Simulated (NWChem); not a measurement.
System: SiBr4; SMILES Br[Si](Br)(Br)Br

Input file for NWChem:

```
start job
memory heap 200 mb stack 900 mb global 1100 mb
geometry units angstroms noautoz
  Br    -1.812068    -1.251787     0.070247
  Si    -0.000015     0.000003     0.000012
  Br     1.782866    -1.292432    -0.080487
  Br     0.089869     1.263990     1.802707
  Br    -0.060693     1.280218    -1.792441
end
basis spherical
  * library aug-cc-pvtz
end
dft
  xc b3lyp
  iterations 150
  semidirect filesize 400000000
  mulliken
end
task dft energy
```

Output (shortened):

```
             Northwest Computational Chemistry Package (NWChem) 7.3.0
             --------------------------------------------------------

 C1  symmetry detected

                             Geometry "geometry" -> ""
                             -------------------------

 Output coordinates in angstroms (scale by  1.889725989 to convert to a.u.)

  No.       Tag          Charge          X              Y              Z
 ---- ---------------- ---------- -------------- -------------- --------------
    1 Br                  35.0000     0.18159695     0.28988614    -2.17679843
    2 Si                  14.0000     0.00001022    -0.00000003    -0.00000274
    3 Br                  35.0000    -1.85257194     0.95432331     0.71605542
    4 Br                  35.0000     1.73351218     0.91171878     1.00954731
    5 Br                  35.0000    -0.06254129    -2.15592821     0.45119680

 Effective nuclear repulsion energy (a.u.)    1551.6017387356

                                 NWChem DFT Module
                                 -----------------

 Summary of "ao basis" -> "ao basis" (spherical)
 ------------------------------------------------------------------------------
       Tag                 Description            Shells   Functions and Types
 ---------------- ------------------------------  ------  ---------------------
 Br                       aug-cc-pvtz               19       59   7s6p4d2f
 Si                       aug-cc-pvtz               16       50   6s5p3d2f

            General Information
            -------------------
          SCF calculation type: DFT
          Wavefunction type:  closed shell.
          No. of atoms     :     5
          No. of electrons :   154
           Alpha electrons :    77
            Beta electrons :    77
          Charge           :     0
          Spin multiplicity:     1
          Use of symmetry is: off; symmetry adaption is: off
          Maximum number of iterations: 150
          AO basis - number of functions:   286
                     number of shells:    92
          Convergence on energy requested:  1.00D-06
          Convergence on density requested:  1.00D-05
          Convergence on gradient requested:  5.00D-04

              XC Information
              --------------
                         B3LYP Method XC Potential
                     Hartree-Fock (Exact) Exchange  0.200
                        Slater Exchange Functional  0.800 local
                    Becke 1988 Exchange Functional  0.720 non-local
              Lee-Yang-Parr Correlation Functional  0.810
                  VWN I RPA Correlation Functional  0.190 local

             Grid Information
             ----------------
          Grid used for XC integration:  medium
          Radial quadrature: Mura-Knowles
          Angular quadrature: Lebedev.
          Tag              B.-S. Rad. Rad. Pts. Rad. Cut. Ang. Pts.
          ---              ---------- --------- --------- ---------
          Br                  1.15      112          14.0       590
          Si                  1.10       88          13.0       590
          Grid pruning is: on
          Number of quadrature shells:   536
          Spatial weights used:  Erf1

      Superposition of Atomic Density Guess
      -------------------------------------

 Sum of atomic energies:      -10578.62545578

      Non-variational initial energy
      ------------------------------

 Total energy =  -10579.836498
 1-e energy   =  -17829.787821
 2-e energy   =    5698.349584
 HOMO         =      -0.415514
 LUMO         =      -0.415416

------------------------------------------------------------
EAF file 0: "./job.aoints.0" size=3190816768 bytes
------------------------------------------------------------
               write      read    awrite     aread      wait
               -----      ----    ------     -----      ----
     calls:     6104         1         0         0         0
   data(b): 3.20e+09  5.24e+05  0.00e+00  0.00e+00
   time(s): 0.00e+00  0.00e+00  0.00e+00  0.00e+00  0.00e+00
rate(mb/s): 0.00e+00  0.00e+00
------------------------------------------------------------

     ---------------------------------------------
      Total Density - Mulliken Population Analysis
     ---------------------------------------------

    Atom       Charge   Shell Charges
 -----------   ------   -------------------------------------------------------
    1 Br  35    33.03   2.00  2.00  1.90  1.10  0.36  0.15  0.51  6.00  5.84  1.97  0.77  0.80 -0.54  9.68  0.32 -0.00  0.28 -0.01 -0.10
    2 Si  14    22.39   2.00  1.87  0.85  0.10  0.89  0.41  5.46  1.14  0.56  2.89  2.51  0.97  0.09  2.48  0.03  0.15
    3 Br  35    33.04   2.00  2.00  1.90  1.10  0.36  0.15  0.51  6.00  5.83  1.97  0.77  0.81 -0.54  9.68  0.32  0.00  0.28 -0.01 -0.10
    4 Br  35    32.86   2.00  2.00  1.90  1.10  0.36  0.15  0.49  6.00  5.83  1.97  0.76  0.77 -0.65  9.68  0.32  0.00  0.27 -0.01 -0.10
    5 Br  35    32.68   2.00  2.00  1.90  1.10  0.36  0.16  0.48  6.00  5.83  1.97  0.76  0.73 -0.77  9.68  0.32  0.00  0.27 -0.01 -0.10

   convergence    iter        energy       DeltaE   RMS-Dens  Diis-err
 ---------------- ----- ----------------- --------- --------- ---------
 d= 0,ls=0.0,diis     1 -10575.3690928337 -1.21D+04  1.32D+01  3.98D+01
 d= 0,ls=0.0,diis     2 -10585.0699990756 -9.70D+00  1.01D-02  1.08D+01
 d= 0,ls=0.0,diis     3 -10585.7866511007 -7.17D-01  4.69D-03  6.05D+00
 d= 0,ls=0.0,diis     4 -10586.5380933178 -7.51D-01  1.61D-03  7.86D-01
 d= 0,ls=0.0,diis     5 -10586.6264615891 -8.84D-02  3.52D-04  2.68D-02
  Resetting Diis
 d= 0,ls=0.0,diis     6 -10586.6288332584 -2.37D-03  4.75D-05  1.52D-04
 d= 0,ls=0.0,diis     7 -10586.6288549754 -2.17D-05  3.07D-05  1.58D-05
 d= 0,ls=0.0,diis     8 -10586.6288543384  6.37D-07  8.06D-06  2.03D-05

         Total DFT energy =   -10586.628854338391
      One electron energy =   -17827.960367080301
           Coulomb energy =     6076.157271673833
    Exchange-Corr. energy =     -386.427497667500
 Nuclear repulsion energy =     1551.601738735576

 Numeric. integr. density =      154.000000263729

                       DFT Final Molecular Orbital Analysis
                       ------------------------------------

 Vector   75  Occ=2.000000D+00  E=-3.101578D-01
              MO Center=  5.4D-01, -3.5D-01,  9.6D-02, r^2= 5.9D+00
   Bfn.  Coefficient  Atom+Function         Bfn.  Coefficient  Atom+Function
  ----- ------------  ---------------      ----- ------------  ---------------
   183      0.297596  4 Br py               243      0.259398  5 Br pz
    15     -0.241009  1 Br py               241      0.238451  5 Br px
   184     -0.178197  4 Br pz               189      0.169925  4 Br py
   186      0.163709  4 Br py               249      0.148097  5 Br pz
   246      0.142700  5 Br pz                21     -0.137611  1 Br py

 Vector   76  Occ=2.000000D+00  E=-3.101511D-01
              MO Center= -4.0D-01, -2.8D-01,  1.2D-01, r^2= 6.1D+00
   Bfn.  Coefficient  Atom+Function         Bfn.  Coefficient  Atom+Function
  ----- ------------  ---------------      ----- ------------  ---------------
   124      0.304711  3 Br py               241     -0.263482  5 Br px
    15     -0.247420  1 Br py               243      0.223138  5 Br pz
   130      0.173991  3 Br py               127      0.167623  3 Br py
   247     -0.150436  5 Br px               244     -0.144948  5 Br px
    21     -0.141275  1 Br py                18     -0.136110  1 Br py

 Vector   77  Occ=2.000000D+00  E=-3.101415D-01
              MO Center= -1.4D-01,  6.4D-01, -2.2D-01, r^2= 5.9D+00
   Bfn.  Coefficient  Atom+Function         Bfn.  Coefficient  Atom+Function
  ----- ------------  ---------------      ----- ------------  ---------------
    14      0.335970  1 Br px               125     -0.326141  3 Br pz
   184      0.237407  4 Br pz                20      0.191830  1 Br px
   131     -0.186219  3 Br pz                17      0.184822  1 Br px
   128     -0.179414  3 Br pz               182     -0.174343  4 Br px
   190      0.135553  4 Br pz               187      0.130601  4 Br pz

 Vector   78  Occ=0.000000D+00  E=-7.802554D-02
              MO Center=  5.9D-05, -1.4D-04,  5.9D-05, r^2= 7.3D+00
   Bfn.  Coefficient  Atom+Function         Bfn.  Coefficient  Atom+Function
  ----- ------------  ---------------      ----- ------------  ---------------
    64      0.932581  2 Si s                 65      0.618760  2 Si s
    62      0.541097  2 Si s                 22     -0.265383  1 Br pz
   248     -0.262890  5 Br py               129     -0.225852  3 Br px
    16     -0.216799  1 Br pz               242     -0.214739  5 Br py
   188      0.211354  4 Br px               123     -0.184508  3 Br px

 Vector   79  Occ=0.000000D+00  E=-1.720539D-02
              MO Center=  2.7D-02, -3.5D-01,  1.1D-01, r^2= 7.9D+00
   Bfn.  Coefficient  Atom+Function         Bfn.  Coefficient  Atom+Function
  ----- ------------  ---------------      ----- ------------  ---------------
    76      0.606006  2 Si py                70      0.464310  2 Si py
    79      0.398997  2 Si py               251      0.277140  5 Br py
    95     -0.242870  2 Si d  2             248      0.242458  5 Br py
    24     -0.204299  1 Br py               231      0.169544  5 Br s
    21     -0.168033  1 Br py               133     -0.155991  3 Br py

[...]
```

Level: B3LYP/aug-cc-pVTZ. Structure relaxed at the PBE0/def2-SVP level.
